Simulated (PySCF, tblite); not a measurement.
Isomers of C2H9N3O2Si2, one GFN2-xTB conformer each. Single-point energies are computed at PBE0/pcSseg-1 (PySCF, gas phase, no added dispersion term), electronic only.

Question: Rank them by PBE0/pcSseg-1 energy, lowest first (kcal/mol).
A. `[O:1]=[CH:2][NH:3][Si@@H:4]1[NH:5][CH2:6][Si@@H:7]([OH:8])[NH:9]1` with O1–C2–N3–Si4 1°, C2–N3–Si4–N5 -70°, C6–Si7–O8–H 53°, N3–Si4–N5–C6 -140°, Si4–N5–C6–Si7 27°, N5–C6–Si7–O8 -136°, C6–Si7–N9–Si4 -1°
B. `[NH2:1][C:2](=[O:3])[Si@@H:4]1[NH:5][CH2:6][Si@@H:7]([OH:8])[NH:9]1` with H–N1–C2–O3 0° and 180°, N1–C2–Si4–N5 38°, C6–Si7–O8–H 58°, C2–Si4–N5–C6 -146°, Si4–N5–C6–Si7 30°, N5–C6–Si7–O8 -137°, C6–Si7–N9–Si4 -1°

Answer: A (0.0), B (16.6).

GFN2-xTB itself gives, in the same order: 0.0, 25.8. Both levels put the same isomer lowest.

Which frontier levels, dipoles and rotational constants go with these structures?

| SMILES | HOMO (eV, PBE0/pcSseg-1) | LUMO (eV) | dipole (D) | A, B, C (MHz) |
| --- | --- | --- | --- | --- |
| O=CN[Si@@H]1NC[Si@@H](O)N1 | -6.75 | 0.35 | 2.05 | 3370, 653.6, 592.4 |
| NC(=O)[Si@@H]1NC[Si@@H](O)N1 | -6.59 | -0.31 | 3.00 | 2748, 649.9, 614.6 |

What happens when harmonic zero-point energies from GFN2-xTB frequencies are added?

| SMILES | ZPE (kcal/mol) | electronic (kcal/mol) | with ZPE (kcal/mol) |
| --- | --- | --- | --- |
| O=CN[Si@@H]1NC[Si@@H](O)N1 | 78.8 | 0.0 | 0.0 |
| NC(=O)[Si@@H]1NC[Si@@H](O)N1 | 78.3 | 16.6 | 16.1 |

The zero-point energies span 0.5 kcal/mol. The order is unchanged.

As an exercise, what shares would exp(−E/RT) give at 2000 K from these electronic energies alone (no entropy, no degeneracies)?

RT = 3.974 kcal/mol: O=CN[Si@@H]1NC[Si@@H](O)N1 98.5 %, NC(=O)[Si@@H]1NC[Si@@H](O)N1 1.5 %.
